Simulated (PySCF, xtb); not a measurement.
C4H9NSi, SMILES C=C=C[Si@@H](C)N. The values are those of a single conformer.

Harmonic wavenumbers (cm⁻¹) from GFN2-xTB (xtb 6.7.1) at its own minimum, in rising order: 16, 104, 121, 157, 182, 238, 240, 315, 427, 430, 540, 646, 649, 700, 741, 798, 818, 824, 840, 862, 901, 960, 1097, 1256, 1376, 1423, 1492, 1497, 1527, 2075, 2141, 3019, 3040, 3044, 3051, 3074, 3079, 3472, 3506.

Question: What does r2SCAN-D4/def2-SVP (PySCF) give at its own minimum? (An estimate is asked for; the answer gives what the named calculation found.)

Answer: 37, 116, 157, 170, 187, 269, 283, 354, 427, 466, 483, 629, 699, 717, 769, 794, 819, 840, 876, 901, 915, 978, 1064, 1241, 1253, 1423, 1429, 1429, 1546, 2040, 2165, 3033, 3108, 3130, 3134, 3147, 3221, 3561, 3657. Paired by order, the mean absolute difference is 41 cm⁻¹ and the zero-point energies are 72.5 and 73.6 kcal/mol.
